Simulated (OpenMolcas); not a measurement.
## Levels of I3+ by method

```json
{"Program": "OpenMolcas", "Basis": "ANO-R2 [7s6p4d2f1g]", "Scalar Hamiltonian": "X2C, finite nucleus", "Active space": "4 electrons in 9 orbitals (RAS2 5s 5p; RAS3 5d, at most 2 electrons)", "State averaging": "2S+1 = 3 even, 6 roots; 2S+1 = 1 even, 12 roots; 2S+1 = 5 odd, 1 root; 2S+1 = 3 odd, 8 roots; 2S+1 = 1 odd, 8 roots", "Spin-orbit coupling": "RASSI with atomic mean-field integrals over the reference wave functions, term energies averaged over their components"}
```

Methods on the same reference wave functions:
A. RASSCF
B. SS-RASPT2, IPEA 0.25 Eh, imaginary shift 0.1 Eh (closed shells correlated: 4d)
C. MS-RASPT2, IPEA 0.25 Eh, imaginary shift 0.1 Eh (closed shells correlated: 4d)

Energies in cm⁻¹ above 5s² 5p² ³P₀.

```json
{"Level": "5s² 5p² ³P₀", "A": "0.0", "B": "0.0", "C": "0.0"}
{"Level": "5s² 5p² ³P₁", "A": "5535", "B": "5680", "C": "5720"}
{"Level": "5s² 5p² ³P₂", "A": "9983", "B": "9690", "C": "9730"}
{"Level": "5s² 5p² ¹D₂", "A": "22374", "B": "20610", "C": "20670"}
{"Level": "5s² 5p² ¹S₀", "A": "38008", "B": "36030", "C": "35910"}
{"Level": "5s 5p³ ⁵S°₂", "A": "68905", "B": "75710", "C": "75830"}
{"Level": "5s 5p³ ³D°₁", "A": "95438", "B": "98140", "C": "98260"}
{"Level": "5s 5p³ ³D°₂", "A": "95546", "B": "98390", "C": "98510"}
{"Level": "5s 5p³ ³D°₃", "A": "97618", "B": "100530", "C": "100650"}
```

Between B and C the level of the table that moves most is 5s 5p³ ³D°₂, by 120 cm-1 (lowest in B, highest in C). Moves below CASPT2's spread within the term are not significant.

From A to B the spin-free energies of the other terms of 5s² 5p² shown, above ³P, scale by factors of 0.80 to 0.92.

The lowest spin-free term lies below A's lowest term by 0.464 hartree in B, 0.464 hartree in C.

CASPT2 breaks the degeneracy within a term, and the mean is taken; among the terms shown or strongly mixed into the levels shown the widest spread is 200 cm-1 (5s² 5p² ¹D, C). Active for correlation alone: 5d; no level in the range computed is led by a configuration that fills it, so any true level of that kind is missing. Some terms mix strongly with configurations of 5d, whose occupation reaches 0.16 (5s 5p³ ³D°, 5s 5p³ ³P°). Levels of configurations outside the active space are missing. Levels that lie high or do not pair safely by name in every column are left out.

° marks odd parity.
